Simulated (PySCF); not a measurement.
# Static response to an electric field

Species: C₃H₈BF₃S₂.
Atom-mapped SMILES: `[CH3:1][S+:2]([CH3:3])[BH2-:4][S:5][C:6]([F:7])([F:8])[F:9]` (hydrogens: H10, H11, H12 on C1; H13, H14, H15 on C3; H16, H17 on B4)

Cartesian coordinates in Å at the PBE0-D3(BJ)/def2-SVP level; atoms count from 1:
```
atom  x, y, z in Å
C1    -1.4638    1.4316   -0.1337
S2    -0.6220   -0.0454   -0.7159
C3    -1.9636   -1.2431   -0.7208
B4     0.4184   -0.6141    0.8729
S5     1.6472    0.7554    1.2757
C6     2.9558    0.4030    0.0864
F7     3.5661   -0.7594    0.3067
F8     3.8790    1.3609    0.1528
F9     2.5074    0.3661   -1.1759
H10   -2.0209    1.2096    0.7873
H11   -0.6680    2.1575    0.0834
H12   -2.1261    1.8171   -0.9199
H13   -2.7011   -0.9724   -1.4881
H14   -2.4262   -1.2929    0.2749
H15   -1.5165   -2.2155   -0.9665
H16   -0.4024   -0.6812    1.7694
H17    0.9147   -1.6633    0.5199
```

Level: B3LYP/def2-SVPD (PySCF), static field, nuclei fixed, core orbitals frozen in the response. The polarisability tensor in these axes (au):

```
x   116.38   5.82   8.11
y     5.82  95.89   3.06
z     8.11   3.06  89.04
```

Q: What are the eigenvalues, a third of the trace, and Δα (Δα² = ½Σ(αi − αj)² over the three pairs)?

A: Principal values 86.57, 94.44 and 120.30 au; mean 100.44 au = 14.88 Å³ = 16.56 × 10⁻⁴⁰ C²·m²/J; Δα = 30.57 au (30 % of the mean).

Q: What is the dipole moment, and where does it point?

A: (-6.41, 0.05, -1.93) D, 6.70 D in size, pointing from the negative to the positive side. Measured along this direction, the outermost atoms are F8 at the negative end and H13 at the positive end.

Q: What would n − 1 = 2πNα be for an ideal gas of these molecules at 500 K and 1 atm, electronic part alone?

A: N = p/kT = 1.4678 × 10¹⁹ cm⁻³, so n − 1 = 2π × N × 14.88 × 10⁻²⁴ cm³ = 1373 × 10⁻⁶ at long wavelengths, for an ideal gas.

Q: Rayleigh depolarisation ratio (linearly polarised light, static tensor)?

A: ρ = 3Δα²/(45ᾱ² + 4Δα²) = 2802.8/(453960 + 3737.0) = 0.00612.

Q: Form Σ f/ω² (atomic units) for the 10 lowest TDDFT singlets, given as eV and f, and set it beside the mean polarisability, which is this sum over all singlets: 5.45, 0.0056; 5.88, 0.0203; 6.19, 0.0008; 6.39, 0.0114; 6.69, 0.0134; 6.81, 0.0206; 6.90, 0.0035; 6.96, 0.0417; 7.08, 0.0248; 7.27, 0.0182.

A: They add up to 2.66 au, 2.6 % of the 100.44 au; the largest single term is 0.64 au, from the state at 6.96 eV. Terms in order: 0.14, 0.43, 0.02, 0.21, 0.22, 0.33, 0.05, 0.64, 0.37, 0.26 au. Higher excitations give the rest. The strengths listed sum to 0.160.

Isolated species at its PBE0-D3(BJ)/def2-SVP geometry (one conformer only).
